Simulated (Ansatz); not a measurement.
Consider the ligand exchange at a B–N bond: `NBO[SiH3]` + `O[SiH3]` → `[SiH3]OBO[SiH3]` + NH₃.

Gas-phase electronic energies from Ansatz, PBE0-D4/def2-TZVP geometries. CBS: MP2 limit from def2 TZ/QZ plus the TZ coupled-cluster correction, frozen cores. This one scheme is used for every species. Functionals use def2-TZVPP. HSE06 is defined as in plane-wave codes. One conformer a species, not always the lowest.

```tsv
level	ΔE (kcal/mol)	difference from CCSD(T)/CBS
r2SCAN-D4	-4.7	0.8
PBE0-D4	-4.1	1.4
HSE06-D4	-4.1	1.4
BHLYP-D4	-5.9	-0.4
B2PLYP	-4.6	0.9
PBE-QIDH	-4.4	1.1
PBE	-3.0	2.5
revPBE	-3.1	2.4
r2SCANh	-4.4	1.1
HSE06	-3.4	2.1
CAM-B3LYP	-4.1	1.4
LC-ωPBE	-3.4	2.1
CCSD(T)/def2-SVP	-6.6	-1.1
MP2/def2-TZVPP	-5.1	0.4
CCSD/def2-TZVPP	-5.5	0.0
MP2/CBS(def2)	-5.0	0.5
CCSD(T)/CBS	-5.5	0
```

Largest T1 diagnostic among the species: 0.013.

Leaving LDA and LC-ωPBE aside and taking each functional with its dispersion term where it has one, the values, not all of them listed here, spread over 2.1 kcal/mol, from BHLYP-D4 to PBE-D4. At CCSD(T), def2-SVP lies −1.1 kcal/mol from the extrapolated value and def2-TZVPP −0.1 kcal/mol. From BLYP to BHLYP (50 % exact exchange), in def2-TZVPP and without D4, ΔE moves by −0.9 kcal/mol.
